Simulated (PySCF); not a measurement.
C2H8OSSi. Atoms are numbered in the order given.

```xyz
13

C     -1.5619    -1.2366    -0.2965
Si    -0.0571    -0.2676     0.2338
C      1.5171    -1.2814     0.1502
O     -0.3944     0.2481     1.7905
S      0.3137     1.4268    -1.0726
H     -2.4655    -0.6078    -0.2665
H     -1.7230    -2.0923     0.3796
H     -1.4396    -1.6185    -1.3217
H      1.4397    -2.1547     0.8182
H      2.3960    -0.6928     0.4587
H      1.6967    -1.6464    -0.8739
H      0.2197     0.8918     2.1639
H     -0.9195     1.9619    -0.9152
```
Charge 0, spin multiplicity 1.

Geometry: B3LYP-D3(BJ)/def2-SVP. The values are those of a single conformer.

Vertical ionisation energy (IE) and electron affinity (EA) in eV. Rows of orbital energies are one-electron estimates. Where ΔSCF, EOM or ADC give a negative EA the extra electron is unbound and the value depends on the basis.

| level | IE | EA |
|---|---|---|
| −ε(HOMO), −ε(LUMO), r2SCAN/def2-TZVP (PySCF) | 6.33 | -0.03 |
| −ε(HOMO), −ε(LUMO), PBE/def2-TZVP (PySCF) | ___ | ___ |

Question: Complete the blanks. (The exact figures need the calculation; the answer reports its results.)

Answer: 
- −ε(HOMO), −ε(LUMO), PBE/def2-TZVP (PySCF), IE: 6.04
- −ε(HOMO), −ε(LUMO), PBE/def2-TZVP (PySCF), EA: 0.40
